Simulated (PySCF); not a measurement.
C2H5S, SMILES S[CH]C, multiplicity 2. Atoms are numbered in the order given.

```xyz
8

C     -1.6834     0.1571     0.0770
C     -0.3914    -0.5215     0.3582
S      1.1339     0.0834    -0.1862
H     -1.9788     0.0904    -0.9892
H     -2.4945    -0.2895     0.6699
H     -1.6397     1.2319     0.3233
H     -0.3566    -1.5693     0.6555
H      0.7765     1.3886    -0.2915
```
Charge 0, spin multiplicity 2.

The structure is a stationary point at PBE-D3(BJ)/def2-TZVP. The isomer is the one that the SMILES or the coordinates give; other isomers of the formula were not compared. One conformer was computed; it need not be the lowest.

Method: PBE-D3(BJ)/def2-TZVP (PySCF).

Frequencies are harmonic and unscaled.

Q: List the normal modes with their intensities. (Estimate from the structure and the level; the computed values follow.)

A: 
| mode | ν (cm⁻¹) | IR (km/mol) | moving atoms (share of kinetic energy) |
|---|---|---|---|
| 1 | 142 | 0.2 | H 96 % |
| 2 | 223 | 2.5 | H 73 %, C 19 % |
| 3 | 317 | 3.9 | C 47 %, H 37 %, S 16 % |
| 4 | 377 | 41.8 | H 77 %, C 21 % |
| 5 | 708 | 5.6 | C 47 %, S 33 %, H 21 % |
| 6 | 878 | 6.3 | H 92 % |
| 7 | 972 | 1.7 | H 74 %, C 26 % |
| 8 | 1038 | 6.5 | H 61 %, C 37 % |
| 9 | 1101 | 0.5 | C 63 %, H 36 % |
| 10 | 1279 | 13.8 | H 67 %, C 32 % |
| 11 | 1352 | 2.2 | H 80 %, C 20 % |
| 12 | 1413 | 10.0 | H 95 % |
| 13 | 1429 | 3.6 | H 97 % |
| 14 | 2574 | 4.3 | H 97 % |
| 15 | 2892 | 42.6 | H 95 % |
| 16 | 2961 | 22.4 | H 93 % |
| 17 | 3032 | 15.3 | H 91 %, C 9 % |
| 18 | 3132 | 3.2 | H 92 % |
